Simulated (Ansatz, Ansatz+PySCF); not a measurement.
```xyz
2

Li    0.0000    0.0000   -2.0207
Li    0.0000    0.0000    2.0207
```

Basis set: 6-31G (spherical functions). All electrons are correlated. Charge 0, multiplicity 1.

Computed with Ansatz (development build ahead of 0.2.0); each method stands on the lowest determinant of its kind that the runs found. Restricted open shells among the atoms or ions are ROHF, correlated in semicanonical orbitals with singles. Restricted functionals stand beside restricted open-shell atoms, which can lie above the unrestricted atoms usual in DFT and then raise those values.

The atomization energy at this shape (free ground-state atoms in the same class of orbitals less the molecule, no zero-point energy) of singlet Li2:

| method | atomization energy |
| --- | --- |
| PBE0 (unrestricted) | 0.34 eV |
| PBE0 (restricted) | 0.26 eV |
| full CI (lowest root of this spin) | 0.38 eV |
| RHF-CCSD(T) | 0.38 eV |
| RHF-CCSD | 0.38 eV |
| UHF-MP2 | 0.14 eV |
| RHF-MP2 | 0.02 eV |
| UHF | 0.07 eV |

(1) What does RHF give?

Results:

(1) -0.45 eV. Caution: the shape is not the minimum. Caution for PBE0 (unrestricted): the unrestricted determinant is spin contaminated. Caution for RHF-CCSD(T), RHF-CCSD, RHF-MP2, RHF: an unrestricted determinant lies well below. Caution for RHF-CCSD(T), RHF-CCSD, UHF-MP2, RHF-MP2: large amplitudes, a single reference is doubtful. Caution for UHF-MP2, UHF: the determinant may break the point group; the unrestricted determinant is a mixture of spin states.

This basis has no polarisation functions and is too small for such energies, which can lie far from measured ones in either direction.
